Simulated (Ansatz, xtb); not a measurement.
C6H5Cl: which of two isomers lies lower

We compare I, `C=C1C=CC(Cl)=C1`, a singlet, with II, `Clc1ccccc1`, a singlet. Both are isolated molecules in the gas phase, relaxed with PBE0-D3(BJ)/def2-SVP.

Quicker runs give these differences E(II) − E(I): GFN2-xTB −31.5 kcal/mol; HF/STO-3G −44.2 kcal/mol (at GFN2-xTB geometries); r2SCAN-D4/def2-SVP −36.6 kcal/mol (at GFN2-xTB geometries).

**Question.** Estimate E(II) − E(I) at the level CCSD(T)/def2-SVP + ΔMP2/def2-TZVPP.

**Answer.** Calculated at CCSD(T)/def2-SVP + ΔMP2/def2-TZVPP: E(II) − E(I) = −32.3 kcal/mol, so structure II lies lower.

How the difference moves with the method:

```csv
level,geometry,E(II) − E(I) (kcal/mol),departure from the last row (kcal/mol),"job, with rough time for the two"
GFN2-xTB,GFN2-xTB,−31.5,+0.8,"optimisation, 0.25 s"
HF/STO-3G,GFN2-xTB,−44.2,−11.9,"single point, 0.84 s"
r2SCAN-D4/def2-SVP,GFN2-xTB,−36.6,−4.3,"single point, 5.2 s"
PBE0-D3(BJ)/def2-SVP,PBE0-D3(BJ)/def2-SVP,−36.4,−4.1,"optimisation, 40 s"
HF/def2-SVP,PBE0-D3(BJ)/def2-SVP,−36.8,−4.5,part of the CCSD(T) run
MP2/def2-SVP,PBE0-D3(BJ)/def2-SVP,−36.9,−4.6,part of the CCSD(T) run
CCSD(T)/def2-SVP,PBE0-D3(BJ)/def2-SVP,−33.1,−0.8,single point
CCSD(T)/def2-SVP + ΔMP2/def2-TZVPP,PBE0-D3(BJ)/def2-SVP,−32.3,,"single point, 71 s"
```

As drawn, II has 6 C∷C in place of 3 C=C, 3 C–C (∷ is an aromatic bond). Structure I has a 5-membered ring, II a 6-membered ring (with an aromatic ring).

The levels shown agree on the order. The largest departure from CCSD(T)/def2-SVP + ΔMP2/def2-TZVPP is that of HF/STO-3G, 11.9 kcal/mol. The last row adds to CCSD(T) the change of the MP2 difference between the two basis sets, here +0.8 kcal/mol.

With thermal terms from frequencies at re-optimised GFN2-xTB minima (ideal gas, soft modes damped towards free rotors, one conformer each, 298.15 K, 1 atm): the zero-point term adds +1.3 kcal/mol; ΔH is −31.4 and ΔG −30.3 kcal/mol.

The correlated steps freeze 11 core orbitals. Codes used: Ansatz 0.2.0, xtb 6.7.1; the last row on 2 threads of Intel(R) Xeon(R) Processor @ 2.70GHz on a shared host.
